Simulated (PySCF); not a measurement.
These are PySCF with B3LYP-D3(BJ)/def2-TZVP values and carry that method's errors. All species are isolated molecules in the gas phase. One relaxed conformer stands for a flexible species; it need not be the lowest. B3LYP has the VWN-RPA correlation part, as in Gaussian. Delta-SCF ions had no search for a lower state. Excitations are Tamm–Dancoff values on a coarser integration grid. The basis has no diffuse functions, so Rydberg states are missing or too high.

Reference species (SMILES): `BC(C=C)=C` (neutral, multiplicity 1).

- HOMO = -6.86 eV
- brightest of the four lowest singlets (TDA) = 6.09 eV
- HOMO–LUMO gap = 4.60 eV
- vertical ionisation energy (Delta-SCF) = 9.06 eV

Changed species: `B/C=C/C=C`.

Question: Predict the effect on the HOMO, brightest of the four lowest singlets (TDA), HOMO–LUMO gap and vertical ionisation energy (Delta-SCF).

Answer: the HOMO drops by 0.28 eV, to -7.14 eV; the brightest of the four lowest singlets (TDA) drops by 1.02 eV, to 5.07 eV; the HOMO–LUMO gap is nearly the same; the vertical ionisation energy (Delta-SCF) increases by 0.21 eV, to 9.27 eV.
